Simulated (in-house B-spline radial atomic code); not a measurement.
How numerical settings move a run on Tm2+, [Xe] 4f13. Computed with an all-electron radial atomic-structure program (B-spline basis): scalar-relativistic (X2C) r2SCAN, spin-polarised, spherical fractional occupations, Fermi nucleus of rms radius 5.2256 fm.

Command:
```bash
python run_scf.py task.json out
```
Settings of the sound reference run:
```
Z                69
electrons        67
configuration    [Xe] 4f13
hamiltonian      x2c
method           r2scan
spin_polarised   True
nucleus          fermi
rms_radius       5.2256
mass_number      169
atomic_mass      168.9342
speed_of_light   137.036
knot_spacing     0.22
spline_order     8
gauss_points     12
box_radius       22.22
max_iterations   70
damping          0.5
damped_steps     3
diis_vectors     10
tolerance        1e-08
start            Thomas-Fermi
```

Run time, properties included: 0.38 s on 1 thread of Arm Neoverse V2 (shared host).

It converges in 9 iterations to -13566.755560 hartree, with 4f down at -16.7362 eV. The other runs change the listed settings, some to values that make no sense; their results aren't properties of the atom or ion. Radii are in bohr (the nuclear one in fm), a minus after a letter asks for a j subshell, and «unchanged» means within 1e-8 hartree. The run stops when the residual is below 10 × tolerance × max(1, Z/10), or a noise floor if that is larger, and the energy moves by less than 1e-8 × √|E| hartree; so very loose and very tight tolerances often act alike.

| changed settings | outcome |
| --- | --- |
| first_knot = 0.00435 | converged in 9 iterations, energy -1.08e+00 hartree from the reference, 4f down level +1.2e-03 eV |
| gauss_points = 8 | converged in 9 iterations, energy -3.05e-07 hartree from the reference, 4f down level -1.0e-06 eV |
| gauss_points = 4 | converged in 9 iterations, energy -4.85e-05 hartree from the reference, 4f down level -4.4e-05 eV |
| max_iterations = 8, diis_vectors = 0, tolerance = 0.001 | not converged after 8 iterations, last residual 6.0e-03, last energy +1.15e-03 hartree from the reference |
| gauss_points = 5 | converged in 9 iterations, energy +7.59e-06 hartree from the reference, 4f down level -1.1e-05 eV |
| gauss_points = 16 | converged in 9 iterations, energy +1.16e-07 hartree from the reference |
| first_knot = 1.45e-05 | converged in 9 iterations, energy -7.64e-06 hartree from the reference, 4f down level +4.1e-05 eV |
| hamiltonian = dirac, method = hf, spin_polarised = False, speed_of_light = 75.91794 | converged in 13 iterations to -16266.3034 hartree, a different physical problem |
| electrons = 68, configuration = [Kr] 4d10 4f13 5s2 5p7, max_iterations = 50 | stopped with error: shell 5p holds at most 3 electrons (per spin) |
| first_knot = 0.00145 | converged in 9 iterations, energy -5.14e-01 hartree from the reference, 4f down level +5.9e-04 eV |
| box_radius = 0.89, max_iterations = 50, tolerance = 0.01, start = bare nucleus | converged in 5 iterations, energy +3.25e+02 hartree from the reference, 4f down level +4.4e+02 eV (the program warns: 4f down has a positive eigenvalue: unbound, held by the box; 4p up has a positive eigenvalue: unbound, held by the box) |
| knot_spacing = 0.55, max_iterations = 12, damping = 0.2, tolerance = 0.001 | converged in 9 iterations, energy +1.60e+00 hartree from the reference, 4f down level -3.1e-02 eV |
| electrons = 68, configuration = [Xe] 4f13 6s-1, max_iterations = 100 | stopped with error: j subshells need the Dirac Hamiltonian and l > 0 |
| spline_order = 7, max_iterations = 50, damping = 0.8 | converged in 9 iterations, energy +6.73e-05 hartree from the reference, 4f down level +1.4e-04 eV |

Task: What happens with first_knot = 0.0145?

Result: Converged in 9 iterations, energy +1.40e+00 hartree from the reference, 4f down level -1.7e-03 eV.

Task: What happens with first_knot = 0.000145?

Result: Converged in 9 iterations, energy +2.88e-05 hartree from the reference, 4f down level +7.7e-06 eV.

Task: What happens with first_knot = 0.0435?

Result: Converged in 9 iterations, energy +2.02e+01 hartree from the reference, 4f down level -2.3e-02 eV.

Task: What happens with gauss_points = 6?

Result: Converged in 9 iterations, energy +4.12e-07 hartree from the reference, 4f down level +4.5e-06 eV.
